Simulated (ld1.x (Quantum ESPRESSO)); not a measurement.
## An all-electron radial function and its pseudo partner (thallium (Tl))

Columns: radius, all-electron u(r) and pseudo u(r) of the 6s shell (level -9.55 eV) of thallium in the configuration [Xe] 4f14 5d10 6s2 6p1; PBE, scalar-relativistic, TM semilocal scheme, ld1.x (Quantum ESPRESSO) 7.5.

```
r (bohr)  all-electron   pseudo
   0.135        0.1598  -0.0432
   0.270       -0.2011  -0.0838
   0.405       -0.0966  -0.1197
   0.540        0.2078  -0.1500
   0.675        0.3494  -0.1759
   0.810        0.3024  -0.2017
   0.945        0.1446  -0.2335
   1.080       -0.0515  -0.2791
   1.215       -0.2407  -0.3452
   1.350       -0.4015  -0.4328
   1.485       -0.5268  -0.5309
   1.620       -0.6174  -0.6175
   1.755       -0.6773  -0.6773
   1.890       -0.7117  -0.7117
   2.025       -0.7257  -0.7257
   2.160       -0.7237  -0.7237
   2.295       -0.7098  -0.7098
   2.430       -0.6870  -0.6870
   2.565       -0.6582  -0.6582
   2.700       -0.6253  -0.6253
   2.835       -0.5899  -0.5899
   2.970       -0.5533  -0.5533
   3.105       -0.5164  -0.5164
   3.240       -0.4800  -0.4800
   3.375       -0.4446  -0.4446
   3.510       -0.4105  -0.4105
```

(1) How many radial nodes do the two functions have?

(2) At about which radius was the pseudo-wave matched?

(3) Is the pseudo-wave norm-conserving?

Answers

(1) The all-electron 6s function has n − l − 1 = 5 (the table is too coarse to show those close to the nucleus); the pseudo-wave has 0, since the states of the same l below it are removed with the core.

(2) 1.70 bohr, where the columns begin to agree (steps of 0.14 bohr).

(3) Yes: the TM semilocal scheme keeps the norm inside the radius equal to the all-electron one, which fixes the energy derivative of the logarithmic derivative at the level.
